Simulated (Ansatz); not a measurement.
Abridged output of a molecular run in Ansatz:

```
Functional definition: HF
1378 factors; integrals over basis functions are off by at most 1.5e-3 eV
mean field evaluation 1: about -30456.6613 eV, gradient 4.5e1 eV
mean field evaluation 2: about -30456.7913 eV, gradient 4.5e1 eV
mean field evaluation 4: about -30461.6494 eV, gradient 4.7e0 eV
mean field evaluation 8: about -30461.7362 eV, gradient 5.6e-1 eV
mean field -30461.73777403 eV, -1119.4482154882 hartree, gradient 2.4e-6 eV, S^2 0.000000; 0 other end points of the search recorded, 0 dependent functions left out
13 core orbitals not correlated: weight in the atoms' cores, before any rotation towards them, 1.000 or more for the frozen orbitals, at most 0.000 for the correlated occupied ones
reference -30461.73777403 eV, -1119.4482154882 hartree; 23, 23 occupied and 103, 103 virtual orbitals, 1378 factors
second order -26.75793200 eV of doubles, -0.00000000 eV of singles
cycle   1  -27.29957245 eV  change   -5.4e-1 eV  update   1.6e-1
cycle   2  -27.96378370 eV  change   -6.6e-1 eV  update   5.9e-2
cycle   3  -28.19497570 eV  change   -2.3e-1 eV  update   3.1e-2
cycle   4  -28.19761389 eV  change   -2.6e-3 eV  update   8.5e-3
cycle   5  -28.18882557 eV  change    8.8e-3 eV  update   3.4e-3
cycle   6  -28.18860274 eV  change    2.2e-4 eV  update   1.1e-3
cycle   7  -28.18836834 eV  change    2.3e-4 eV  update   4.6e-4
cycle   8  -28.18831932 eV  change    4.9e-5 eV  update   1.5e-4
cycle   9  -28.18841075 eV  change   -9.1e-5 eV  update   6.0e-5
cycle  10  -28.18840231 eV  change    8.4e-6 eV  update   2.3e-5
perturbative correction -0.87899086 eV, -0.0323023184 hartree
Total energy: -30490.80516720 eV, -1120.5164224846 hartree
```

Its atoms:

Cartesian coordinates in Å:
```
C 0.2023 1.4586 1.8813
O -0.0809 0.4375 0.9735
Zr -0.5542 -1.0123 -0.1242
C 0.3944 -0.5507 -2.0529
Cl 0.3969 -3.0267 0.6439
Cl -2.8782 -1.0865 -0.5047
H 1.0221 2.0747 1.5024
H 0.4949 1.0344 2.8456
H -0.6792 2.0897 2.0231
H 1.4816 -0.4651 -1.9478
H 0.1836 -1.3461 -2.7775
H 0.0165 0.3925 -2.4627
```

Task: Which basis set was used?
A. def2-TZVPPD
B. def2-SVP
C. def2-SVPD
D. def2-QZVPP

Result: B. It gives 139 functions.

Task: Write the keys of the input that set method, charge and spin (a neutral closed shell needs none for the last two).

Result: 
```yaml
correlation: {method: ccsd_t}
```
